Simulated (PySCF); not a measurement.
## A thermochemical cycle for Cu2

PBE in PySCF with def2-TZVPPD on every atom, for the lowest determinant that a PBE0 search found; no spin–orbit coupling. Cu2, a singlet (closed shell), has De = 2.11 eV to neutral atoms, and Cu₂⁺, a doublet (σ ↑), has De = 2.16 eV to Cu⁺ (3d10) + Cu (3d10 4s1).

At the same level the Cu atom ionises at 8.16 eV.

Problem. What is the adiabatic ionisation energy of the molecule, and does ionisation strengthen or weaken the bond?

Solution. IE = IE(Cu) + De(neutral) − De(ion) = 8.16 + 2.11 − 2.16 = 8.11 eV. De changes by +0.05 eV, so ionisation strengthens the bond.

Closed-shell solutions of metal pairs were not tested for spin polarisation, which can lower them a little. With d or f electrons several states lie close, and the lowest PBE0 determinant need not be the measured ground state.
